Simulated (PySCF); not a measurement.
# Multinuclear NMR of C6H12N2Si

Atom-mapped SMILES (the numbers label the heavy atoms): `[CH3:1][N:2]([CH3:3])[c:4]1[cH:5][cH:6][n:7]([SiH3:8])[cH:9]1`. Hydrogens are named by the atom that carries them.

Gas phase, one computed conformer, non-relativistic, rapidly exchanging positions averaged. GIAO PBE0/pcSseg-1 shieldings; coordinates at the PBE0-D3(BJ)/def2-SVP level; PySCF.

(1) What are the 29Si shifts?

(2) What are the 15N shifts?

Results:

(1) 
```json
{"atoms": "Si8", "environment": "silicon bonded to N, 3 H", "σ (ppm)": "399.2", "δ (ppm)": "-52.9"}
```

Shieldings were converted by a linear fit to measured shifts: 29Si: δ = 279.39 − 0.832σ (rms 9.7 ppm, 87 shifts, 23.4 ppm with the 5 outliers that the fit left out vs TMS, solution or neat liquid). A few per cent of atoms miss by over 2 rms, more outside the fitted compound classes.

On a 500 MHz spectrometer 29Si resonates near 99.3 MHz, so 1 ppm is 99.3 Hz.

(2) 
| atoms | environment | σ (ppm) | δ (ppm) |
| --- | --- | --- | --- |
| N7 | pyrrole-type ring nitrogen | 113.0 | -253.9 |
| N2 | aniline-type nitrogen | 211.6 | -344.2 |

Shieldings were converted by a linear fit to measured shifts: 15N (scatter 7.2 ppm rms vs CH3NO2, solution or neat liquid). Occasional misses reach two or three times the rms, and more in compound classes unlike the fitted ones.

On a 500 MHz spectrometer 15N resonates near 50.7 MHz, so 1 ppm is 50.7 Hz.
